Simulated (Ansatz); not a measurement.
One change: `F[C@H]1C[Si@@H]1F` becomes `F[C@H]1C[Si@H]1[SiH3]`.

Ansatz, PBE0-D4/def2-TZVP geometries, multiplicity 1. 

```
                                          property  `F[C@H]1C[Si@@H]1F`
size of the dipole moment (ωB97M-V/def2-TZVPP) / D                 1.15
    size of the dipole moment (PBE/def2-TZVPP) / D                 1.06
              HOMO–LUMO gap (PBE0/def2-TZVPP) / eV                 7.39
               LUMO energy (B3LYP/def2-TZVPP) / eV                -0.19
                 HOMO energy (PBE/def2-TZVPP) / eV                -6.05
               HOMO–LUMO gap (PBE/def2-TZVPP) / eV                 5.13
```

(1) What does the change do to each property? (An estimate is asked.)

## Answers

(1) The calculation gave: 
| property | `F[C@H]1C[Si@H]1[SiH3]` | shift |
| --- | --- | --- |
| size of the dipole moment (ωB97M-V/def2-TZVPP) / D | 1.65 | 0.50 |
| size of the dipole moment (PBE/def2-TZVPP) / D | 1.42 | 0.36 |
| HOMO–LUMO gap (PBE0/def2-TZVPP) / eV | 6.54 | -0.85 |
| LUMO energy (B3LYP/def2-TZVPP) / eV | -0.61 | -0.42 |
| HOMO energy (PBE/def2-TZVPP) / eV | -5.79 | 0.26 |
| HOMO–LUMO gap (PBE/def2-TZVPP) / eV | 4.57 | -0.56 |

With PBE0 the HOMO rises by 0.40 eV and the LUMO falls by 0.45 eV, so the gap narrows by about 0.85 eV. PBE moves the HOMO by 0.26 eV and ωB97M-V by 0.47 eV. Dipoles are sizes alone; their direction can turn.

B3LYP here is the variant with VWN-RPA as its local correlation; programs differ in this.
